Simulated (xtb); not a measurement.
The xtb input:
```
$ xtb mol.xyz --gfn 2 --chrg 1 --uhf 1 --etemp 10000 --json

# file mol.xyz
14

Si     0.19794098     2.03259613    -0.87096972
Si    -0.10120428     0.03689135     0.55968342
Si     2.04771067    -0.95461304    -0.07390705
Si    -2.16100942    -1.11891038     0.43637692
H      1.45559247     2.69851147    -0.55815478
H      0.14470328     1.51238872    -2.23199509
H     -0.97449804     2.81772747    -0.50889842
H      0.12176860     0.52041957     1.93560242
H      3.15207394    -0.06333440     0.26321671
H      1.95233412    -1.20544493    -1.50866588
H      2.05588625    -2.18360865     0.71076230
H     -2.10009483    -2.29464454     1.30351681
H     -3.24313740    -0.22101734     0.83883959
H     -2.33275983    -1.52449428    -0.96079360
```

### Question
What does this run give for the partial charges in atom order, total energy (a free energy at this electronic temperature)?

### Answer

```yaml
partial_charges_in_atom_order: Si1 0.38, Si2 0.28, Si3 0.38, Si4 0.38, H5 -0.03, H6 -0.05, H7 -0.04, H8 -0.06, H9 -0.03, H10 -0.05, H11 -0.04, H12 -0.04, H13 -0.04, H14 -0.05
total energy (a free energy at this electronic temperature): -11.6284 Eh
```
